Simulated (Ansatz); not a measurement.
`[CH3][W]([NH2])(=[S])=[S]` + HCl → `[NH2][W](=[S])(=[S])[Cl]` + CH₄ at 298.15 K and 1 bar (ligand exchange at a W–C bond).

Gas-phase electronic energies from Ansatz, PBE0-D4/def2-TZVP geometries. CBS: MP2 limit from def2 TZ/QZ plus the TZ coupled-cluster correction, frozen cores. This one scheme is used for every species. def2 core potentials past Kr. For W outer-core shells are correlated without core-valence functions, which leaves a few kJ/mol of doubt a bond. One conformer a species, not always the lowest.

| species | CCSD(T)/CBS energy (Eh) | H − E (kJ/mol) | S (J/(mol·K)) |
| --- | --- | --- | --- |
| `[CH3][W]([NH2])(=[S])=[S]` | -958.40741 | 194.1 | 375.7 |
| HCl | -460.38127 | 26.6 | 186.8 |
| `[NH2][W](=[S])(=[S])[Cl]` | -1378.37860 | 102.4 | 370.3 |
| CH₄ | -40.46206 | 127.4 | 186.2 |

H − E and S are ideal-gas, rigid-rotor, harmonic terms from PBE0-D4/def2-TZVP, for one conformer and one mirror image of each species. 1 Eh = 2625.50 kJ/mol, R = 8.31446 J/(mol·K).

**Question.** By hand: ΔE, ΔH, ΔS and ΔG.

**Answer.** ΔE = (-1378.37860) + (-40.46206) − (-958.40741) − (-460.38127) = -0.05198 Eh = -136.5 kJ/mol. Δ(H − E) = 102.4 + 127.4 − 194.1 − 26.6 = 9.1, so ΔH = -127.4 kJ/mol. ΔS = 370.3 + 186.2 − 375.7 − 186.8 = -6.0 J/(mol·K). ΔG = -127.4 − 298.15 × (-6.0)/1000 = -125.6 kJ/mol.

**Question.** By hand: the equilibrium constant, and the temperature at which ΔG would vanish if ΔH and ΔS stayed fixed.

**Answer.** log₁₀ K = −ΔG/(RT ln 10) = 22.0. ΔG = 0 at ΔH/ΔS = 21233 K, far beyond where these terms or the molecules hold.

The number of gas molecules stays the same, so ΔS is small and ΔH decides. A doubt of 5 kJ/mol in ΔE shifts log₁₀ K by 0.9 here. Other conformers and mirror images would add mixing entropy, several J/(mol·K) or more a flexible species. These are equilibria of isolated gas molecules and say nothing of rates. Largest T1 diagnostic: 0.022 (customary marks: 0.02 for closed shells, 0.045 for open ones).
